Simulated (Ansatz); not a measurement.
Ansatz (an electronic-structure program) input (B3LYP-D3(BJ)/def2-TZVP):

Ansatz 0.2 input:
```yaml
crystal:
  periodic: [false, false, false]
  atoms:
    - {symbol: C, position_ang: [2.04632686, -0.82876351, 0.25042362]}
    - {symbol: C, position_ang: [0.59270275, -0.41626499, 0.42593406]}
    - {symbol: C, position_ang: [-0.35719699, -0.94516714, -0.65551829]}
    - {symbol: C, position_ang: [-1.63151913, -0.09305057, -0.51112430]}
    - {symbol: C, position_ang: [-1.17398048, 1.23708745, 0.15213675]}
    - {symbol: C, position_ang: [0.34482092, 1.09571119, 0.36214686]}
    - {symbol: H, position_ang: [2.43097545, -0.48099712, -0.71234796]}
    - {symbol: H, position_ang: [2.67861523, -0.40570976, 1.03421441]}
    - {symbol: H, position_ang: [2.15955035, -1.91471439, 0.28176316]}
    - {symbol: H, position_ang: [0.23707555, -0.77900898, 1.39872263]}
    - {symbol: H, position_ang: [0.10116936, -0.78000033, -1.63615705]}
    - {symbol: H, position_ang: [-0.54888258, -2.01589489, -0.56657334]}
    - {symbol: H, position_ang: [-2.11938763, 0.07271429, -1.47203932]}
    - {symbol: H, position_ang: [-2.35781552, -0.60169716, 0.12513003]}
    - {symbol: H, position_ang: [-1.41967239, 2.10689842, -0.45771217]}
    - {symbol: H, position_ang: [-1.67822533, 1.37398024, 1.11028333]}
    - {symbol: H, position_ang: [0.88680696, 1.50397382, -0.49727441]}
    - {symbol: H, position_ang: [0.70286697, 1.62314125, 1.24799846]}
basis:
  gaussian:
    orbitals: def2-TZVP
hamiltonian:
  xc: b3lyp
  dispersion: d3bj
phonons: {temperatures: {t_min: 298.15, t_max: 298.15, t_step: 100}}
```

Output:

```
Functional definition: B3LYP
integrals: 0.21 GiB planned
1608 factors; their error is unknown
0.38 GiB of the device are held for the grids
1.54 GiB of device memory are held for the factors and their scratch space
mean field: 1.65 GiB planned
mean field evaluation 1: about -6404.1599 eV, gradient 8.3e1 eV
mean field evaluation 2: about -6384.6261 eV, gradient 1.2e2 eV
mean field evaluation 4: about -6420.7811 eV, gradient 6.2e0 eV
mean field evaluation 8: about -6420.8639 eV, gradient 6.2e-2 eV
mean field evaluation 16: about -6420.8096 eV, gradient 4.1e-4 eV
mean field -6420.80963351 eV, -235.9604018504 hartree, gradient 7.0e-6 eV, S^2 0.000000; 0 other end points of the search recorded, 0 dependent functions left out
the calculation of the forces begins
reference -6420.80995388 eV, -235.9604136237 hartree; 24, 24 occupied and 234, 234 virtual orbitals, 1608 factors
these checks for a lower state are left out or cut short: stability, starts, cluster_reference, orbital_swaps, neighbouring_geometries, increment
integrals: 0.21 GiB planned
1608 factors; their error is unknown
0.38 GiB of the device are held for the grids
1.54 GiB of device memory are held for the factors and their scratch space
mean field: 1.65 GiB planned
mean field -6420.80943773 eV, -235.9603946555 hartree, gradient 4.2e-6 eV, S^2 0.000000; 0 other end points of the search recorded, 0 dependent functions left out
the calculation of the forces begins
reference -6420.80975811 eV, -235.9604064292 hartree; 24, 24 occupied and 234, 234 virtual orbitals, 1608 factors
these checks for a lower state are left out or cut short: stability, starts, cluster_reference, orbital_swaps, neighbouring_geometries, increment
integrals: 0.21 GiB planned
1608 factors; their error is unknown
0.38 GiB of the device are held for the grids
1.54 GiB of device memory are held for the factors and their scratch space
mean field: 1.65 GiB planned
mean field evaluation 32: about -6420.8095 eV, gradient 7.0e-4 eV
mean field -6420.80948817 eV, -235.9603965094 hartree, gradient 4.2e-6 eV, S^2 0.000000; 0 other end points of the search recorded, 0 dependent functions left out
the calculation of the forces begins
reference -6420.80980853 eV, -235.9604082823 hartree; 24, 24 occupied and 234, 234 virtual orbitals, 1608 factors
these checks for a lower state are left out or cut short: stability, starts, cluster_reference, orbital_swaps, neighbouring_geometries, increment
integrals: 0.21 GiB planned
1608 factors; their error is unknown
0.38 GiB of the device are held for the grids
1.54 GiB of device memory are held for the factors and their scratch space
mean field: 1.65 GiB planned
mean field -6420.80953206 eV, -235.9603981222 hartree, gradient 4.2e-6 eV, S^2 0.000000; 0 other end points of the search recorded, 0 dependent functions left out
the calculation of the forces begins
reference -6420.80985239 eV, -235.9604098941 hartree; 24, 24 occupied and 234, 234 virtual orbitals, 1608 factors
these checks for a lower state are left out or cut short: stability, starts, cluster_reference, orbital_swaps, neighbouring_geometries, increment
integrals: 0.21 GiB planned
1608 factors; their error is unknown
0.38 GiB of the device are held for the grids
1.54 GiB of device memory are held for the factors and their scratch space
mean field: 1.65 GiB planned
mean field -6420.80942188 eV, -235.9603940731 hartree, gradient 4.2e-6 eV, S^2 0.000000; 0 other end points of the search recorded, 0 dependent functions left out
[...]
these checks for a lower state are left out or cut short: stability, starts, cluster_reference, orbital_swaps, neighbouring_geometries, increment
integrals: 0.21 GiB planned
1608 factors; their error is unknown
0.38 GiB of the device are held for the grids
1.54 GiB of device memory are held for the factors and their scratch space
mean field: 1.65 GiB planned
mean field -6420.80961252 eV, -235.9604010789 hartree, gradient 4.2e-6 eV, S^2 0.000000; 0 other end points of the search recorded, 0 dependent functions left out
the calculation of the forces begins
reference -6420.80993288 eV, -235.9604128522 hartree; 24, 24 occupied and 234, 234 virtual orbitals, 1608 factors
these checks for a lower state are left out or cut short: stability, starts, cluster_reference, orbital_swaps, neighbouring_geometries, increment
integrals: 0.21 GiB planned
1608 factors; their error is unknown
0.38 GiB of the device are held for the grids
1.54 GiB of device memory are held for the factors and their scratch space
mean field: 1.65 GiB planned
mean field -6420.80961892 eV, -235.9604013141 hartree, gradient 4.2e-6 eV, S^2 0.000000; 0 other end points of the search recorded, 0 dependent functions left out
the calculation of the forces begins
reference -6420.80993929 eV, -235.9604130876 hartree; 24, 24 occupied and 234, 234 virtual orbitals, 1608 factors
these checks for a lower state are left out or cut short: stability, starts, cluster_reference, orbital_swaps, neighbouring_geometries, increment
integrals: 0.21 GiB planned
1608 factors; their error is unknown
0.38 GiB of the device are held for the grids
1.54 GiB of device memory are held for the factors and their scratch space
mean field: 1.65 GiB planned
mean field evaluation 384: about -6420.8095 eV, gradient 2.5e-6 eV
mean field -6420.80952350 eV, -235.9603978076 hartree, gradient 4.2e-6 eV, S^2 0.000000; 0 other end points of the search recorded, 0 dependent functions left out
the calculation of the forces begins
reference -6420.80984381 eV, -235.9604095787 hartree; 24, 24 occupied and 234, 234 virtual orbitals, 1608 factors
these checks for a lower state are left out or cut short: stability, starts, cluster_reference, orbital_swaps, neighbouring_geometries, increment
integrals: 0.21 GiB planned
1608 factors; their error is unknown
0.38 GiB of the device are held for the grids
1.54 GiB of device memory are held for the factors and their scratch space
mean field: 1.65 GiB planned
mean field -6420.80957771 eV, -235.9603997999 hartree, gradient 4.2e-6 eV, S^2 0.000000; 0 other end points of the search recorded, 0 dependent functions left out
the calculation of the forces begins
reference -6420.80989814 eV, -235.9604115755 hartree; 24, 24 occupied and 234, 234 virtual orbitals, 1608 factors
these checks for a lower state are left out or cut short: stability, starts, cluster_reference, orbital_swaps, neighbouring_geometries, increment
integrals: 0.21 GiB planned
1608 factors; their error is unknown
0.38 GiB of the device are held for the grids
1.54 GiB of device memory are held for the factors and their scratch space
mean field: 1.65 GiB planned
mean field -6420.80953750 eV, -235.9603983221 hartree, gradient 4.2e-6 eV, S^2 0.000000; 0 other end points of the search recorded, 0 dependent functions left out
the calculation of the forces begins
reference -6420.80985782 eV, -235.9604100936 hartree; 24, 24 occupied and 234, 234 virtual orbitals, 1608 factors
these checks for a lower state are left out or cut short: stability, starts, cluster_reference, orbital_swaps, neighbouring_geometries, increment
integrals: 0.21 GiB planned
1608 factors; their error is unknown
0.38 GiB of the device are held for the grids
1.54 GiB of device memory are held for the factors and their scratch space
mean field: 1.65 GiB planned
mean field -6420.80962493 eV, -235.9604015350 hartree, gradient 4.2e-6 eV, S^2 0.000000; 0 other end points of the search recorded, 0 dependent functions left out
the calculation of the forces begins
reference -6420.80994535 eV, -235.9604133103 hartree; 24, 24 occupied and 234, 234 virtual orbitals, 1608 factors
these checks for a lower state are left out or cut short: stability, starts, cluster_reference, orbital_swaps, neighbouring_geometries, increment
integrals: 0.21 GiB planned
1608 factors; their error is unknown
0.38 GiB of the device are held for the grids
1.54 GiB of device memory are held for the factors and their scratch space
mean field: 1.65 GiB planned
mean field -6420.80958401 eV, -235.9604000312 hartree, gradient 4.2e-6 eV, S^2 0.000000; 0 other end points of the search recorded, 0 dependent functions left out
the calculation of the forces begins
reference -6420.80990436 eV, -235.9604118038 hartree; 24, 24 occupied and 234, 234 virtual orbitals, 1608 factors
these checks for a lower state are left out or cut short: stability, starts, cluster_reference, orbital_swaps, neighbouring_geometries, increment
integrals: 0.21 GiB planned
1608 factors; their error is unknown
0.38 GiB of the device are held for the grids
1.54 GiB of device memory are held for the factors and their scratch space
mean field: 1.65 GiB planned
mean field evaluation 416: about -6420.8087 eV, gradient 7.9e-1 eV
mean field -6420.80961373 eV, -235.9604011235 hartree, gradient 4.2e-6 eV, S^2 0.000000; 0 other end points of the search recorded, 0 dependent functions left out
the calculation of the forces begins
reference -6420.80993412 eV, -235.9604128977 hartree; 24, 24 occupied and 234, 234 virtual orbitals, 1608 factors
these checks for a lower state are left out or cut short: stability, starts, cluster_reference, orbital_swaps, neighbouring_geometries, increment
integrals: 0.21 GiB planned
1608 factors; their error is unknown
0.38 GiB of the device are held for the grids
1.54 GiB of device memory are held for the factors and their scratch space
mean field: 1.65 GiB planned
mean field -6420.80958819 eV, -235.9604001848 hartree, gradient 4.2e-6 eV, S^2 0.000000; 0 other end points of the search recorded, 0 dependent functions left out
the calculation of the forces begins
reference -6420.80990858 eV, -235.9604119589 hartree; 24, 24 occupied and 234, 234 virtual orbitals, 1608 factors
these checks for a lower state are left out or cut short: stability, starts, cluster_reference, orbital_swaps, neighbouring_geometries, increment
integrals: 0.21 GiB planned
1608 factors; their error is unknown
0.38 GiB of the device are held for the grids
1.54 GiB of device memory are held for the factors and their scratch space
mean field: 1.65 GiB planned
mean field -6420.80958778 eV, -235.9604001698 hartree, gradient 4.2e-6 eV, S^2 0.000000; 0 other end points of the search recorded, 0 dependent functions left out
the calculation of the forces begins
reference -6420.80990813 eV, -235.9604119424 hartree; 24, 24 occupied and 234, 234 virtual orbitals, 1608 factors
Total energy: -6421.49306141 eV, -235.9855173626 hartree
Atom 0 at     2.046327    -0.828764     0.250424 Å, force    -0.000156     0.000086    -0.000065 eV/Å
Atom 1 at     0.592703    -0.416265     0.425934 Å, force     0.000140    -0.000053     0.000009 eV/Å
Atom 2 at    -0.357197    -0.945167    -0.655518 Å, force     0.000182    -0.000123     0.000043 eV/Å
Atom 3 at    -1.631519    -0.093051    -0.511124 Å, force    -0.000104     0.000120    -0.000056 eV/Å
Atom 4 at    -1.173980     1.237087     0.152137 Å, force    -0.000132     0.000038    -0.000097 eV/Å
Atom 5 at     0.344821     1.095711     0.362147 Å, force     0.000202    -0.000066     0.000071 eV/Å
Atom 6 at     2.430975    -0.480997    -0.712348 Å, force     0.000193    -0.000063    -0.000008 eV/Å
Atom 7 at     2.678615    -0.405710     1.034214 Å, force    -0.000045    -0.000039     0.000069 eV/Å
Atom 8 at     2.159550    -1.914714     0.281763 Å, force    -0.000035    -0.000010     0.000083 eV/Å
Atom 9 at     0.237076    -0.779009     1.398723 Å, force    -0.000111     0.000048    -0.000019 eV/Å
Atom 10 at     0.101169    -0.780000    -1.636157 Å, force    -0.000104     0.000153     0.000023 eV/Å
Atom 11 at    -0.548883    -2.015895    -0.566573 Å, force     0.000039     0.000070     0.000001 eV/Å
Atom 12 at    -2.119388     0.072714    -1.472039 Å, force    -0.000094    -0.000049    -0.000024 eV/Å
Atom 13 at    -2.357816    -0.601697     0.125130 Å, force     0.000092    -0.000145    -0.000015 eV/Å
Atom 14 at    -1.419672     2.106898    -0.457712 Å, force    -0.000047     0.000088     0.000044 eV/Å
Atom 15 at    -1.678225     1.373980     1.110283 Å, force     0.000153     0.000032     0.000073 eV/Å
Atom 16 at     0.886807     1.503974    -0.497274 Å, force    -0.000169    -0.000035    -0.000071 eV/Å
Atom 17 at     0.702867     1.623141     1.247998 Å, force    -0.000004    -0.000053    -0.000061 eV/Å
Dipole moment:    -0.007646    -0.006455     0.018219 e Å
Vibrations: 27.74 176.77 234.68 304.83 429.18 533.17 633.66 759.77 818.68 854.89 890.48 917.07 933.04 984.26 997.72 1020.80 1048.39 1104.61 1159.51 1207.39 1217.03 1249.32 1267.45 1307.23 1323.28 1332.11 1338.62 1352.63 1392.09 1412.99 1487.86 1496.40 1496.72 1498.24 1502.78 1521.79 2985.66 3013.97 3018.35 3024.59 3040.98 3053.40 3066.49 3073.90 3078.13 3080.77 3084.16 3097.10 cm⁻¹, zero-point energy 4.578157 eV
```
